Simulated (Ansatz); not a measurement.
A geometry relaxed with r2SCAN-D4/def2-TZVP (Ansatz, an electronic-structure program), charge 0, multiplicity 1:

```xyz
10

O      1.5900     2.1811    -0.3800
H      0.4122    -1.7713    -1.3611
H      0.5846    -1.8321     1.0396
H     -1.7384     1.0111     1.2588
H      3.3959     0.2659    -0.1388
Si    -1.7421     0.1730     0.0349
Si     1.9674     0.7066    -0.2288
H     -1.9223     1.0226    -1.1665
Si     0.3054    -0.9453    -0.1250
H     -2.8527    -0.8116     0.1172
```

### Question
Write the SMILES of this molecule.

### Answer
`O=[SiH][SiH2][SiH3]`
